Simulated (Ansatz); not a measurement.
Consider the alkene loss: `CC(C)[O][InH][F]` → `[OH][InH][F]` + `C=CC`.

Calculated with Ansatz (gas phase, PBE0-D4/def2-TZVP geometries, no zero-point term in ΔE). CBS: MP2 limit from def2 TZ/QZ plus the TZ coupled-cluster correction, frozen cores. Functionals use def2-TZVPP. B3LYP here is the variant with VWN-RPA as its local correlation; programs differ in this. def2 core potentials past Kr. For In outer-core shells are correlated without core-valence functions, which leaves a few kJ/mol of doubt a bond. One conformer a species, not always the lowest.

CCSD(T)/CBS gives +68.8 kJ/mol.

Problem. Another level gave +43.2 kJ/mol. Which?
A. B3LYP/def2-TZVPP
B. ωB97X-V/def2-TZVPP
C. SCS-MP2/def2-TZVPP
D. PBE-D4/def2-TZVPP

Solution. A. B3LYP 43.2, SCS-MP2/def2-TZVPP 64.3, ωB97X-V 80.5, PBE-D4 72.3 kJ/mol.

Largest T1 diagnostic among the species: 0.017.

The D4 term adds +19.1 kJ/mol with B3LYP and +10.5 kJ/mol with PBE0; it sums over pairs of atoms, weighted by their polarisabilities, and B3LYP, whose exchange is more repulsive, gets the larger term. From PBE to PBE0 (25 % exact exchange), in def2-TZVPP and without D4, ΔE moves by +9.2 kJ/mol. In def2-TZVPP, CCSD(T) changes the Hartree–Fock value by +28.5 kJ/mol (the triples alone add +2.7 kJ/mol) and MP2 by +32.9 kJ/mol.
